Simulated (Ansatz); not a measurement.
Gas-phase electronic energies from Ansatz, PBE0-D4/def2-TZVP geometries. CCSD(T)/CBS adds triple-zeta CCSD(T) − MP2 to the extrapolated MP2 energy (def2 sets, frozen cores). DFT in def2-TZVPP. For Ge outer-core shells are correlated without core-valence functions, which leaves a few kJ/mol of doubt a bond. Scalar relativity is left out up to krypton. One conformer a species, not always the lowest.

Consider the ligand exchange at the Si–S bond: `O[SiH](Cl)[S][GeH2][Cl]` + `C[SiH](O)O` → `C[Si@@H](O)O[Si@H](O)Cl` + `[SH][GeH2][Cl]`.

```tsv
level	ΔE (kJ/mol)
PBE-D4	-53.5
r2SCAN-D4	-67.3
CCSD/def2-TZVPP	-75.3
SCS-MP2/def2-QZVPP	-68.5
```

Question: What does CCSD(T)/CBS give? (An estimate is asked.)

Answer: Ansatz gave: -66.2 kJ/mol. The listed levels differ from it by 12.7, -1.1, -9.1, -2.3 kJ/mol.

Largest T1 diagnostic among the species: 0.011.

From PBE to PBE0 (25 % exact exchange), in def2-TZVPP and without D4, ΔE moves by −5.2 kJ/mol. The D4 term adds +4.2 kJ/mol with B3LYP and +1.9 kJ/mol with PBE0; it sums over pairs of atoms, weighted by their polarisabilities, and B3LYP, whose exchange is more repulsive, gets the larger term.

B3LYP here is the variant with VWN-RPA as its local correlation; programs differ in this.
